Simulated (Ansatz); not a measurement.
Relaxation of C$_{2}$H$_{9}$NOSi (14 atoms, charge 0, multiplicity 1), to a largest force component of 0.015 eV/Å in at most 40 steps.

The calculation used RKS B3LYP/cc-pVDZ (Ansatz).

```xyz
14
Properties=species:S:1:pos:R:3:forces:R:3
C -1.176 1.675 0.607 -0.78 3.06 -0.19
O -0.116 0.849 0.780 1.43 -1.76 0.44
C -0.103 -0.202 -0.195 3.07 0.76 0.38
N 0.600 0.325 -1.416 0.96 -1.40 3.05
Si 0.877 -1.777 0.413 -0.74 0.93 0.71
H -1.179 2.516 1.358 0.32 -0.71 -0.29
H -1.163 2.199 -0.385 -0.06 -0.27 0.14
H -2.124 1.188 0.710 -1.16 -0.72 0.06
H -1.085 -0.533 -0.352 -2.15 -0.38 -0.81
H 0.057 0.159 -2.189 -1.69 0.01 -2.74
H 0.795 1.290 -1.243 0.07 0.84 -0.19
H 0.249 -2.348 1.654 -0.01 -0.03 -0.06
H 2.250 -1.416 0.705 0.82 0.20 0.16
H 0.843 -2.779 -0.637 -0.08 -0.53 -0.66
```

Task: Where does it end, and by what steps?

Result: The run converged. After 10 steps the energy has fallen by 0.712 eV; H11 moved furthest, 0.82 Å.

| step | energy less start (eV) | largest force component (eV/Å) | accepted |
| --- | --- | --- | --- |
| 0 | 0.0000 | 3.068 | yes |
| 1 | -0.4006 | 1.496 | yes |
| 2 | -0.4942 | 0.966 | yes |
| 3 | -0.5832 | 0.636 | yes |
| 4 | -0.6555 | 0.368 | yes |
| 5 | -0.6960 | 0.573 | yes |
| 6 | -0.7083 | 0.116 | yes |
| 7 | -0.7117 | 0.036 | yes |
| 8 | -0.7122 | 0.019 | yes |
| 9 | -0.7124 | 0.030 | yes |
| 10 | -0.7125 | 0.010 | yes |

```xyz
14
Properties=species:S:1:pos:R:3
C -1.235 1.687 0.594
O -0.259 0.685 0.802
C -0.162 -0.276 -0.262
N 0.415 0.198 -1.500
Si 0.911 -1.705 0.443
H -1.236 2.334 1.484
H -1.014 2.315 -0.292
H -2.248 1.252 0.468
H -1.177 -0.657 -0.498
H -0.185 0.877 -1.973
H 1.309 0.660 -1.322
H 0.412 -2.124 1.788
H 2.323 -1.222 0.563
H 0.873 -2.878 -0.485
```

The run took 28 s on 2 threads of Intel(R) Xeon(R) 6975P-C (Granite Rapids), with other jobs on the host, peak memory 0.29 GiB.
